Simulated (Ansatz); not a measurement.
A short molecular-dynamics run on C2H5GaO (`[CH2]1O[CH2][GaH]1`).

```yaml
crystal:
  periodic: [false, false, false]
  atoms:
    - {symbol: C, position_ang: [-0.265099, 0.981516, -0.668396]}
    - {symbol: O, position_ang: [0.827513, 0.076711, -0.854765]}
    - {symbol: C, position_ang: [0.762153, -0.935843, 0.154009]}
    - {symbol: Ga, position_ang: [-0.878051, -0.079875, 0.910541]}
    - {symbol: H, position_ang: [-0.911593, 1.001532, -1.553915]}
    - {symbol: H, position_ang: [0.097556, 2.001198, -0.492201]}
    - {symbol: H, position_ang: [1.670988, -0.935602, 0.767472]}
    - {symbol: H, position_ang: [0.659205, -1.930368, -0.296351]}
    - {symbol: H, position_ang: [-1.962682, -0.179277, 2.033607]}
basis:
  gaussian: {orbitals: "6-31G*"}
hamiltonian: {xc: {name: r2SCAN}, dispersion: d3bjatm}
md: {timestep: 0.5 fs, n_steps: 50, ensemble: nvt_nose_hoover, temperature: 500, initial_velocities: maxwell_boltzmann, seed: 93}
```

```sh
$ ansatz run in.yaml --threads 2 --pin off --events-out ev --progress --plain --max-ram 4352MiB
```

```json
{"step": "0", "time (fs)": "0.0", "potential energy (eV)": "-56568.1039", "kinetic (eV)": "0.4524", "T (K)": "500", "conserved (eV)": "-56567.6515"}
{"step": "1", "time (fs)": "0.5", "potential energy (eV)": "-56568.0986", "kinetic (eV)": "0.4471", "T (K)": "494", "conserved (eV)": "-56567.6514"}
{"step": "2", "time (fs)": "1.0", "potential energy (eV)": "-56568.0809", "kinetic (eV)": "0.4297", "T (K)": "475", "conserved (eV)": "-56567.6512"}
{"step": "3", "time (fs)": "1.5", "potential energy (eV)": "-56568.0536", "kinetic (eV)": "0.4026", "T (K)": "445", "conserved (eV)": "-56567.6510"}
{"step": "4", "time (fs)": "2.0", "potential energy (eV)": "-56568.0207", "kinetic (eV)": "0.3700", "T (K)": "409", "conserved (eV)": "-56567.6507"}
{"step": "5", "time (fs)": "2.5", "potential energy (eV)": "-56567.9864", "kinetic (eV)": "0.3358", "T (K)": "371", "conserved (eV)": "-56567.6505"}
{"step": "6", "time (fs)": "3.0", "potential energy (eV)": "-56567.9537", "kinetic (eV)": "0.3033", "T (K)": "335", "conserved (eV)": "-56567.6504"}
{"step": "7", "time (fs)": "3.5", "potential energy (eV)": "-56567.9245", "kinetic (eV)": "0.2742", "T (K)": "303", "conserved (eV)": "-56567.6504"}
{"step": "8", "time (fs)": "4.0", "potential energy (eV)": "-56567.8993", "kinetic (eV)": "0.2489", "T (K)": "275", "conserved (eV)": "-56567.6504"}
{"step": "9", "time (fs)": "4.5", "potential energy (eV)": "-56567.8776", "kinetic (eV)": "0.2272", "T (K)": "251", "conserved (eV)": "-56567.6505"}
{"step": "10", "time (fs)": "5.0", "potential energy (eV)": "-56567.8587", "kinetic (eV)": "0.2083", "T (K)": "230", "conserved (eV)": "-56567.6505"}
{"step": "11", "time (fs)": "5.5", "potential energy (eV)": "-56567.8421", "kinetic (eV)": "0.1917", "T (K)": "212", "conserved (eV)": "-56567.6505"}
{"step": "12", "time (fs)": "6.0", "potential energy (eV)": "-56567.8277", "kinetic (eV)": "0.1774", "T (K)": "196", "conserved (eV)": "-56567.6505"}
{"step": "13", "time (fs)": "6.5", "potential energy (eV)": "-56567.8159", "kinetic (eV)": "0.1657", "T (K)": "183", "conserved (eV)": "-56567.6504"}
{"step": "14", "time (fs)": "7.0", "potential energy (eV)": "-56567.8075", "kinetic (eV)": "0.1574", "T (K)": "174", "conserved (eV)": "-56567.6504"}
{"step": "15", "time (fs)": "7.5", "potential energy (eV)": "-56567.8037", "kinetic (eV)": "0.1537", "T (K)": "170", "conserved (eV)": "-56567.6503"}
{"step": "16", "time (fs)": "8.0", "potential energy (eV)": "-56567.8055", "kinetic (eV)": "0.1556", "T (K)": "172", "conserved (eV)": "-56567.6502"}
{"step": "17", "time (fs)": "8.5", "potential energy (eV)": "-56567.8137", "kinetic (eV)": "0.1638", "T (K)": "181", "conserved (eV)": "-56567.6503"}
{"step": "18", "time (fs)": "9.0", "potential energy (eV)": "-56567.8277", "kinetic (eV)": "0.1778", "T (K)": "196", "conserved (eV)": "-56567.6504"}
{"step": "19", "time (fs)": "9.5", "potential energy (eV)": "-56567.8457", "kinetic (eV)": "0.1956", "T (K)": "216", "conserved (eV)": "-56567.6506"}
{"step": "20", "time (fs)": "10.0", "potential energy (eV)": "-56567.8642", "kinetic (eV)": "0.2139", "T (K)": "236", "conserved (eV)": "-56567.6508"}
{"step": "21", "time (fs)": "10.5", "potential energy (eV)": "-56567.8794", "kinetic (eV)": "0.2291", "T (K)": "253", "conserved (eV)": "-56567.6510"}
{"step": "22", "time (fs)": "11.0", "potential energy (eV)": "-56567.8882", "kinetic (eV)": "0.2379", "T (K)": "263", "conserved (eV)": "-56567.6511"}
{"step": "23", "time (fs)": "11.5", "potential energy (eV)": "-56567.8889", "kinetic (eV)": "0.2387", "T (K)": "264", "conserved (eV)": "-56567.6511"}
{"step": "24", "time (fs)": "12.0", "potential energy (eV)": "-56567.8820", "kinetic (eV)": "0.2320", "T (K)": "256", "conserved (eV)": "-56567.6510"}
{"step": "25", "time (fs)": "12.5", "potential energy (eV)": "-56567.8694", "kinetic (eV)": "0.2198", "T (K)": "243", "conserved (eV)": "-56567.6508"}
{"step": "26", "time (fs)": "13.0", "potential energy (eV)": "-56567.8541", "kinetic (eV)": "0.2048", "T (K)": "226", "conserved (eV)": "-56567.6506"}
{"step": "27", "time (fs)": "13.5", "potential energy (eV)": "-56567.8386", "kinetic (eV)": "0.1895", "T (K)": "209", "conserved (eV)": "-56567.6505"}
{"step": "28", "time (fs)": "14.0", "potential energy (eV)": "-56567.8246", "kinetic (eV)": "0.1756", "T (K)": "194", "conserved (eV)": "-56567.6505"}
{"step": "29", "time (fs)": "14.5", "potential energy (eV)": "-56567.8125", "kinetic (eV)": "0.1636", "T (K)": "181", "conserved (eV)": "-56567.6505"}
{"step": "30", "time (fs)": "15.0", "potential energy (eV)": "-56567.8022", "kinetic (eV)": "0.1534", "T (K)": "170", "conserved (eV)": "-56567.6505"}
{"step": "31", "time (fs)": "15.5", "potential energy (eV)": "-56567.7934", "kinetic (eV)": "0.1447", "T (K)": "160", "conserved (eV)": "-56567.6505"}
{"step": "32", "time (fs)": "16.0", "potential energy (eV)": "-56567.7860", "kinetic (eV)": "0.1375", "T (K)": "152", "conserved (eV)": "-56567.6505"}
{"step": "33", "time (fs)": "16.5", "potential energy (eV)": "-56567.7801", "kinetic (eV)": "0.1316", "T (K)": "145", "conserved (eV)": "-56567.6505"}
{"step": "34", "time (fs)": "17.0", "potential energy (eV)": "-56567.7757", "kinetic (eV)": "0.1274", "T (K)": "141", "conserved (eV)": "-56567.6505"}
{"step": "35", "time (fs)": "17.5", "potential energy (eV)": "-56567.7732", "kinetic (eV)": "0.1250", "T (K)": "138", "conserved (eV)": "-56567.6505"}
{"step": "36", "time (fs)": "18.0", "potential energy (eV)": "-56567.7729", "kinetic (eV)": "0.1249", "T (K)": "138", "conserved (eV)": "-56567.6505"}
{"step": "37", "time (fs)": "18.5", "potential energy (eV)": "-56567.7753", "kinetic (eV)": "0.1274", "T (K)": "141", "conserved (eV)": "-56567.6504"}
{"step": "38", "time (fs)": "19.0", "potential energy (eV)": "-56567.7810", "kinetic (eV)": "0.1333", "T (K)": "147", "conserved (eV)": "-56567.6504"}
{"step": "39", "time (fs)": "19.5", "potential energy (eV)": "-56567.7907", "kinetic (eV)": "0.1431", "T (K)": "158", "conserved (eV)": "-56567.6504"}
{"step": "40", "time (fs)": "20.0", "potential energy (eV)": "-56567.8046", "kinetic (eV)": "0.1571", "T (K)": "174", "conserved (eV)": "-56567.6504"}
{"step": "41", "time (fs)": "20.5", "potential energy (eV)": "-56567.8221", "kinetic (eV)": "0.1747", "T (K)": "193", "conserved (eV)": "-56567.6505"}
{"step": "42", "time (fs)": "21.0", "potential energy (eV)": "-56567.8418", "kinetic (eV)": "0.1945", "T (K)": "215", "conserved (eV)": "-56567.6507"}
{"step": "43", "time (fs)": "21.5", "potential energy (eV)": "-56567.8613", "kinetic (eV)": "0.2140", "T (K)": "237", "conserved (eV)": "-56567.6508"}
{"step": "44", "time (fs)": "22.0", "potential energy (eV)": "-56567.8781", "kinetic (eV)": "0.2310", "T (K)": "255", "conserved (eV)": "-56567.6509"}
{"step": "45", "time (fs)": "22.5", "potential energy (eV)": "-56567.8907", "kinetic (eV)": "0.2439", "T (K)": "270", "conserved (eV)": "-56567.6509"}
{"step": "46", "time (fs)": "23.0", "potential energy (eV)": "-56567.8986", "kinetic (eV)": "0.2521", "T (K)": "279", "conserved (eV)": "-56567.6509"}
{"step": "47", "time (fs)": "23.5", "potential energy (eV)": "-56567.9025", "kinetic (eV)": "0.2564", "T (K)": "283", "conserved (eV)": "-56567.6508"}
{"step": "48", "time (fs)": "24.0", "potential energy (eV)": "-56567.9037", "kinetic (eV)": "0.2581", "T (K)": "285", "conserved (eV)": "-56567.6507"}
{"step": "49", "time (fs)": "24.5", "potential energy (eV)": "-56567.9036", "kinetic (eV)": "0.2583", "T (K)": "286", "conserved (eV)": "-56567.6507"}
{"step": "50", "time (fs)": "25.0", "potential energy (eV)": "-56567.9028", "kinetic (eV)": "0.2578", "T (K)": "285", "conserved (eV)": "-56567.6507"}
```

Velocities are drawn at the set temperature; a run this short doesn't reach equilibrium.

Frames (Å, forces in eV/Å):

```xyz
9
time=0.0 fs
C    -0.265    0.982   -0.668   -0.167    0.064    0.097
O     0.828    0.077   -0.855    0.271    0.026   -0.279
C     0.762   -0.936    0.154   -0.085   -0.089    0.162
Ga   -0.878   -0.080    0.911   -0.040   -0.004    0.041
H    -0.912    1.002   -1.554   -0.087    0.008   -0.125
H     0.098    2.001   -0.492    0.050    0.143    0.019
H     1.671   -0.936    0.767    0.129   -0.004    0.082
H     0.659   -1.930   -0.296   -0.008   -0.139   -0.062
H    -1.963   -0.179    2.034   -0.063   -0.006    0.065
9
time=1.0 fs
C    -0.269    0.980   -0.673    0.328    0.385    0.953
O     0.827    0.076   -0.855    0.309    0.035   -0.282
C     0.771   -0.940    0.153   -0.070   -0.180    0.310
Ga   -0.879   -0.079    0.911   -0.095   -0.100    0.085
H    -0.921    1.010   -1.532   -0.296    0.044   -0.639
H     0.091    2.010   -0.448   -0.096   -0.333   -0.207
H     1.682   -0.982    0.770    0.047    0.306   -0.013
H     0.689   -1.936   -0.295   -0.199   -0.140   -0.180
H    -1.986   -0.160    2.032    0.072   -0.016   -0.029
9
time=2.0 fs
C    -0.273    0.979   -0.676    0.679    0.588    1.612
O     0.827    0.076   -0.856    0.334    0.051   -0.281
C     0.780   -0.944    0.152   -0.040   -0.323    0.430
Ga   -0.879   -0.077    0.911   -0.148   -0.190    0.121
H    -0.934    1.018   -1.516   -0.396    0.076   -0.962
H     0.083    2.015   -0.406   -0.199   -0.692   -0.432
H     1.694   -1.026    0.772   -0.059    0.599   -0.115
H     0.716   -1.944   -0.295   -0.369   -0.080   -0.260
H    -2.009   -0.142    2.029    0.199   -0.029   -0.113
9
time=3.0 fs
C    -0.277    0.979   -0.678    0.733    0.618    1.883
O     0.827    0.076   -0.856    0.350    0.071   -0.272
C     0.788   -0.948    0.151   -0.039   -0.488    0.486
Ga   -0.880   -0.076    0.911   -0.190   -0.274    0.140
H    -0.950    1.027   -1.510   -0.275    0.088   -0.953
H     0.073    2.014   -0.367   -0.229   -0.852   -0.616
H     1.706   -1.064    0.774   -0.147    0.852   -0.197
H     0.741   -1.952   -0.298   -0.508    0.030   -0.294
H    -2.029   -0.123    2.026    0.305   -0.044   -0.177
9
time=4.0 fs
C    -0.280    0.979   -0.679    0.489    0.466    1.755
O     0.827    0.076   -0.857    0.359    0.092   -0.247
C     0.797   -0.953    0.151   -0.097   -0.626    0.458
Ga   -0.881   -0.075    0.911   -0.214   -0.353    0.137
H    -0.968    1.037   -1.512    0.055    0.071   -0.640
H     0.061    2.005   -0.335   -0.178   -0.787   -0.725
H     1.716   -1.094    0.773   -0.187    1.039   -0.239
H     0.760   -1.960   -0.304   -0.608    0.161   -0.284
H    -2.047   -0.105    2.021    0.382   -0.061   -0.215
9
time=5.0 fs
C    -0.283    0.979   -0.678    0.079    0.136    1.371
O     0.827    0.075   -0.858    0.358    0.112   -0.203
C     0.806   -0.958    0.151   -0.231   -0.687    0.349
Ga   -0.882   -0.074    0.911   -0.214   -0.429    0.112
H    -0.986    1.048   -1.520    0.464    0.029   -0.193
H     0.047    1.989   -0.309   -0.053   -0.501   -0.738
H     1.724   -1.114    0.770   -0.164    1.144   -0.233
H     0.773   -1.966   -0.312   -0.664    0.275   -0.240
H    -2.061   -0.088    2.014    0.426   -0.079   -0.225
9
time=6.0 fs
C    -0.285    0.980   -0.677   -0.335   -0.349    0.900
O     0.827    0.075   -0.859    0.341    0.127   -0.143
C     0.814   -0.963    0.151   -0.439   -0.632    0.172
Ga   -0.882   -0.073    0.911   -0.186   -0.500    0.064
H    -1.000    1.059   -1.530    0.807   -0.022    0.211
H     0.033    1.968   -0.291    0.130   -0.032   -0.648
H     1.731   -1.123    0.765   -0.080    1.160   -0.180
H     0.780   -1.970   -0.323   -0.672    0.345   -0.172
H    -2.071   -0.071    2.005    0.434   -0.096   -0.204
9
time=7.0 fs
C    -0.288    0.980   -0.674   -0.632   -0.905    0.476
O     0.828    0.075   -0.861    0.307    0.136   -0.073
C     0.822   -0.970    0.151   -0.702   -0.451   -0.045
Ga   -0.883   -0.072    0.911   -0.129   -0.564   -0.002
H    -1.006    1.069   -1.538    0.996   -0.070    0.467
H     0.020    1.947   -0.279    0.336    0.522   -0.482
H     1.737   -1.121    0.759    0.048    1.091   -0.095
H     0.781   -1.970   -0.335   -0.632    0.351   -0.091
H    -2.077   -0.055    1.993    0.408   -0.111   -0.156
9
time=8.0 fs
C    -0.291    0.979   -0.671   -0.722   -1.361    0.214
O     0.829    0.075   -0.862    0.251    0.138   -0.001
C     0.830   -0.976    0.152   -0.977   -0.152   -0.261
Ga   -0.884   -0.071    0.911   -0.041   -0.620   -0.082
H    -1.002    1.079   -1.542    1.003   -0.103    0.529
H     0.011    1.930   -0.271    0.503    0.981   -0.307
H     1.743   -1.109    0.751    0.181    0.948   -0.003
H     0.776   -1.967   -0.348   -0.548    0.293   -0.006
H    -2.079   -0.040    1.981    0.350   -0.123   -0.082
9
time=9.0 fs
C    -0.295    0.978   -0.668   -0.544   -1.527    0.217
O     0.830    0.076   -0.863    0.176    0.131    0.065
C     0.836   -0.983    0.152   -1.205    0.235   -0.430
Ga   -0.885   -0.071    0.912    0.073   -0.664   -0.172
H    -0.989    1.088   -1.541    0.828   -0.116    0.386
H     0.006    1.923   -0.266    0.568    1.142   -0.214
H     1.751   -1.087    0.743    0.265    0.752    0.060
H     0.765   -1.962   -0.362   -0.425    0.178    0.076
H    -2.078   -0.027    1.967    0.264   -0.132    0.012
9
time=10.0 fs
C    -0.299    0.975   -0.665   -0.097   -1.330    0.506
O     0.831    0.076   -0.864    0.083    0.117    0.120
C     0.842   -0.989    0.152   -1.325    0.672   -0.511
Ga   -0.886   -0.070    0.912    0.205   -0.699   -0.262
H    -0.969    1.096   -1.536    0.503   -0.101    0.058
H     0.006    1.927   -0.263    0.501    0.928   -0.241
H     1.762   -1.059    0.736    0.249    0.519    0.063
H     0.751   -1.954   -0.374   -0.277    0.029    0.149
H    -2.074   -0.015    1.954    0.159   -0.135    0.118
9
time=11.0 fs
C    -0.304    0.971   -0.661    0.513   -0.877    0.956
O     0.832    0.076   -0.866   -0.022    0.097    0.165
C     0.847   -0.995    0.151   -1.313    1.118   -0.498
Ga   -0.886   -0.069    0.912    0.342   -0.727   -0.342
H    -0.943    1.103   -1.531    0.100   -0.061   -0.376
H     0.012    1.939   -0.263    0.336    0.449   -0.347
H     1.775   -1.025    0.730    0.115    0.260    0.001
H     0.734   -1.947   -0.385   -0.116   -0.125    0.214
H    -2.069   -0.004    1.942    0.046   -0.134    0.226
9
time=12.0 fs
C    -0.308    0.966   -0.657    1.097   -0.347    1.315
O     0.834    0.076   -0.867   -0.133    0.072    0.203
C     0.850   -1.000    0.150   -1.199    1.529   -0.422
Ga   -0.887   -0.069    0.912    0.468   -0.752   -0.396
H    -0.917    1.110   -1.529   -0.256   -0.016   -0.751
H     0.020    1.955   -0.266    0.138   -0.092   -0.447
H     1.789   -0.989    0.723   -0.100   -0.013   -0.101
H     0.715   -1.940   -0.394    0.046   -0.251    0.275
H    -2.063    0.006    1.932   -0.062   -0.130    0.324
9
time=13.0 fs
C    -0.311    0.961   -0.651    1.467    0.144    1.323
O     0.835    0.077   -0.868   -0.237    0.038    0.239
C     0.853   -1.004    0.149   -1.050    1.864   -0.338
Ga   -0.888   -0.068    0.912    0.564   -0.778   -0.410
H    -0.892    1.116   -1.534   -0.436   -0.005   -0.867
H     0.030    1.971   -0.273   -0.034   -0.531   -0.484
H     1.802   -0.953    0.716   -0.325   -0.285   -0.195
H     0.697   -1.936   -0.401    0.199   -0.322    0.336
H    -2.058    0.015    1.925   -0.147   -0.126    0.397
9
time=14.0 fs
C    -0.313    0.957   -0.645    1.554    0.550    0.873
O     0.836    0.077   -0.868   -0.325   -0.005    0.273
C     0.855   -1.006    0.148   -0.936    2.089   -0.292
Ga   -0.889   -0.068    0.912    0.617   -0.808   -0.373
H    -0.872    1.122   -1.548   -0.405   -0.054   -0.630
H     0.039    1.982   -0.285   -0.150   -0.793   -0.442
H     1.812   -0.920    0.706   -0.488   -0.530   -0.240
H     0.681   -1.935   -0.404    0.332   -0.327    0.397
H    -2.054    0.022    1.922   -0.198   -0.122    0.433
9
time=15.0 fs
C    -0.313    0.952   -0.637    1.429    0.843    0.085
O     0.836    0.078   -0.869   -0.390   -0.061    0.303
C     0.856   -1.007    0.146   -0.903    2.189   -0.305
Ga   -0.889   -0.068    0.912    0.618   -0.840   -0.282
H    -0.856    1.128   -1.567   -0.250   -0.155   -0.140
H     0.047    1.985   -0.301   -0.198   -0.856   -0.329
H     1.817   -0.892    0.695   -0.539   -0.725   -0.210
H     0.669   -1.937   -0.403    0.439   -0.273    0.451
H    -2.052    0.028    1.923   -0.205   -0.122    0.427
9
time=16.0 fs
C    -0.313    0.949   -0.630    1.211    0.979   -0.804
O     0.837    0.078   -0.869   -0.429   -0.128    0.325
C     0.856   -1.006    0.144   -0.965    2.167   -0.369
Ga   -0.889   -0.068    0.911    0.570   -0.868   -0.146
H    -0.842    1.132   -1.588   -0.096   -0.271    0.395
H     0.054    1.980   -0.320   -0.174   -0.721   -0.163
H     1.818   -0.870    0.681   -0.459   -0.849   -0.100
H     0.660   -1.942   -0.399    0.510   -0.183    0.483
H    -2.052    0.033    1.928   -0.168   -0.125    0.378
9
time=17.0 fs
C    -0.311    0.946   -0.623    0.980    0.926   -1.588
O     0.837    0.078   -0.870   -0.439   -0.206    0.334
C     0.856   -1.003    0.141   -1.105    2.044   -0.457
Ga   -0.890   -0.068    0.911    0.486   -0.888    0.019
H    -0.829    1.134   -1.605   -0.020   -0.365    0.804
H     0.058    1.969   -0.341   -0.083   -0.402    0.040
H     1.814   -0.857    0.666   -0.261   -0.893    0.077
H     0.656   -1.948   -0.389    0.538   -0.083    0.477
H    -2.054    0.037    1.936   -0.096   -0.132    0.295
9
time=18.0 fs
C    -0.309    0.944   -0.618    0.769    0.702   -2.146
O     0.837    0.079   -0.870   -0.420   -0.292    0.325
C     0.855   -0.999    0.139   -1.271    1.850   -0.526
Ga   -0.890   -0.068    0.911    0.384   -0.893    0.193
H    -0.816    1.132   -1.614   -0.042   -0.417    1.003
H     0.062    1.953   -0.361    0.061    0.052    0.253
H     1.807   -0.852    0.653    0.006   -0.861    0.285
H     0.657   -1.956   -0.375    0.516    0.003    0.422
H    -2.057    0.039    1.948   -0.003   -0.141    0.190
9
time=19.0 fs
C    -0.306    0.942   -0.614    0.614    0.402   -2.409
O     0.837    0.079   -0.870   -0.371   -0.383    0.295
C     0.852   -0.993    0.136   -1.379    1.613   -0.523
Ga   -0.890   -0.068    0.911    0.281   -0.882    0.357
H    -0.803    1.126   -1.614   -0.156   -0.418    0.968
H     0.066    1.939   -0.379    0.215    0.525    0.441
H     1.801   -0.856    0.642    0.253   -0.769    0.475
H     0.664   -1.963   -0.357    0.446    0.063    0.318
H    -2.059    0.041    1.961    0.098   -0.150    0.078
9
time=20.0 fs
C    -0.303    0.941   -0.613    0.572    0.189   -2.338
O     0.837    0.078   -0.869   -0.296   -0.470    0.242
C     0.849   -0.985    0.132   -1.334    1.354   -0.397
Ga   -0.891   -0.069    0.911    0.191   -0.855    0.498
H    -0.792    1.116   -1.605   -0.345   -0.365    0.707
H     0.073    1.929   -0.393    0.312    0.845    0.561
H     1.797   -0.866    0.635    0.376   -0.636    0.586
H     0.674   -1.970   -0.336    0.334    0.096    0.171
H    -2.061    0.040    1.975    0.191   -0.157   -0.029
9
time=21.0 fs
C    -0.299    0.940   -0.613    0.687    0.202   -1.942
O     0.836    0.078   -0.869   -0.201   -0.539    0.163
C     0.844   -0.977    0.128   -1.083    1.067   -0.125
Ga   -0.891   -0.069    0.911    0.124   -0.813    0.607
H    -0.785    1.103   -1.589   -0.585   -0.264    0.257
H     0.082    1.927   -0.402    0.291    0.870    0.580
H     1.796   -0.883    0.634    0.310   -0.474    0.581
H     0.688   -1.975   -0.313    0.192    0.113   -0.002
H    -2.061    0.039    1.989    0.265   -0.161   -0.119
9
time=22.0 fs
C    -0.295    0.939   -0.614    0.928    0.460   -1.330
O     0.835    0.077   -0.868   -0.096   -0.573    0.056
C     0.839   -0.968    0.124   -0.664    0.725    0.268
Ga   -0.891   -0.070    0.911    0.084   -0.762    0.681
H    -0.783    1.087   -1.571   -0.827   -0.134   -0.273
H     0.094    1.933   -0.405    0.148    0.595    0.497
H     1.798   -0.905    0.638    0.076   -0.280    0.468
H     0.703   -1.980   -0.290    0.036    0.131   -0.181
H    -2.058    0.035    2.002    0.315   -0.162   -0.186
9
time=23.0 fs
C    -0.289    0.938   -0.617    1.159    0.854   -0.727
O     0.834    0.076   -0.868    0.013   -0.559   -0.077
C     0.833   -0.958    0.121   -0.185    0.308    0.715
Ga   -0.891   -0.071    0.911    0.074   -0.704    0.716
H    -0.789    1.070   -1.555   -0.980   -0.008   -0.688
H     0.108    1.944   -0.403   -0.066    0.156    0.337
H     1.801   -0.929    0.647   -0.230   -0.054    0.295
H     0.719   -1.983   -0.269   -0.119    0.167   -0.346
H    -2.052    0.030    2.013    0.335   -0.161   -0.225
9
time=24.0 fs
C    -0.283    0.938   -0.620    1.204    1.245   -0.380
O     0.834    0.074   -0.867    0.120   -0.490   -0.234
C     0.827   -0.948    0.117    0.232   -0.178    1.143
Ga   -0.891   -0.072    0.911    0.095   -0.640    0.711
H    -0.804    1.053   -1.546   -0.938    0.082   -0.787
H     0.121    1.958   -0.398   -0.275   -0.275    0.143
H     1.802   -0.953    0.659   -0.500    0.190    0.120
H     0.734   -1.985   -0.251   -0.261    0.222   -0.483
H    -2.043    0.024    2.021    0.323   -0.157   -0.234
9
time=25.0 fs
C    -0.276    0.939   -0.624    0.966    1.517   -0.375
O     0.833    0.072   -0.867    0.223   -0.368   -0.405
C     0.821   -0.938    0.115    0.509   -0.692    1.495
Ga   -0.891   -0.073    0.911    0.146   -0.573    0.663
H    -0.828    1.036   -1.544   -0.661    0.132   -0.520
H     0.131    1.968   -0.392   -0.424   -0.576   -0.048
H     1.798   -0.976    0.672   -0.657    0.429   -0.013
H     0.746   -1.985   -0.238   -0.382    0.282   -0.586
H    -2.031    0.016    2.028    0.280   -0.151   -0.211
```

Run time 79 s (2 threads of an Intel Xeon 6975P-C on a shared host); peak host memory 0.18 GiB.
